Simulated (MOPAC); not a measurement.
MOPAC input (AM1):

```
AM1 1SCF UHF MS=0.5 GEO-OK AUX(PRECISION=9) THREADS=1
FSn

Sn   -0.00000000 1   -0.00000000 1   -0.28788838 1
F     0.00000000 1    0.00000000 1    1.59937991 1
```

### Question
What heat of formation does the run end on, and which ionisation energy by Koopmans theorem?

### Answer
-10.17 kcal/mol; 5.19 eV.
